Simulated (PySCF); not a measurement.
C3H4O2Si. Atoms are numbered in the order given.

```xyz
10

O     -2.3528     0.0000     0.5101
C     -1.1783     0.0000     0.2670
C      0.0000     0.0000     1.2670
C      1.1783     0.0000     0.2670
O      2.3528     0.0000     0.5101
Si     0.0000     0.0000    -1.3201
H      0.0000    -0.8896     1.9242
H      0.0000     0.8896     1.9242
H      0.0000     1.2265    -2.1675
H      0.0000    -1.2265    -2.1675
```

The structure is a stationary point at B3LYP-D3(BJ)/def2-SVP. The structure was generated by enumeration, and PubChem lists no compound with its InChIKey, so it may never have been made.

The numbers are results of KT2/pcSseg-1 in PySCF, not measurements.

GIAO shieldings, no solvent; atoms alike by connectivity are averaged. δ = σ(ref) − σ: ¹⁷O against H2O (σ = 330.4 ppm); ¹³C against TMS (σ = 185.1 ppm); ²⁹Si against TMS (σ = 361.9 ppm); ¹H against TMS (σ = 31.47 ppm), references at their B3LYP-D3(BJ)/def2-TZVP geometries, non-relativistic.

Estimate the chemical shifts. (An estimate is asked for; the answer gives what the named calculation found.)


```csv
nucleus,atoms,count,δ (ppm)
¹⁷O,"O1, O5",2,770.4
¹³C,"C2, C4",2,220.2
¹³C,C3,1,92.1
²⁹Si,Si6,1,-37.8
¹H,"H9, H10",2,5.79
¹H,"H7, H8",2,4.48
```
